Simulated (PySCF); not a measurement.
Isomers of C9H13NS, from PBE0-D3(BJ)/def2-SVP geometry optimisation, gas phase (PySCF). One conformer each, no zero-point energy, no frequencies.

Question: Which is lower in electronic energy at this level?
A. `[CH3:1][C:2]([CH3:3])([CH3:4])[c:5]1[cH:6][cH:7][c:8]([SH:9])[cH:10][n:11]1` with C7–C8–S9–H -179°: A = 2568, B = 480.3, C = 444.1 MHz, dipole 0.74 D
B. `[CH3:1][S:2][c:3]1[cH:4][cH:5][c:6]([N:7]([CH3:8])[CH3:9])[cH:10][cH:11]1` with C1–S2–C3–C4 178°: A = 2822, B = 451.4, C = 392.2 MHz, dipole 2.67 D

Answer: A. That is `CC(C)(C)c1ccc(S)cn1`, 10.3 kcal/mol below the other.

```
             SMILES                                                                mapped SMILES      E (Eh)  relative (kcal/mol)  relative (kJ/mol)  dipole (D)
CC(C)(C)c1ccc(S)cn1  [CH3:1][C:2]([CH3:3])([CH3:4])[c:5]1[cH:6][cH:7][c:8]([SH:9])[cH:10][n:11]1  -802.72120                  0.0                0.0        0.74
  CSc1ccc(N(C)C)cc1    [CH3:1][S:2][c:3]1[cH:4][cH:5][c:6]([N:7]([CH3:8])[CH3:9])[cH:10][cH:11]1  -802.70478                 10.3               43.1        2.67
```

As drawn, the lower has an S–H bond and a quaternary carbon, which the higher lacks.
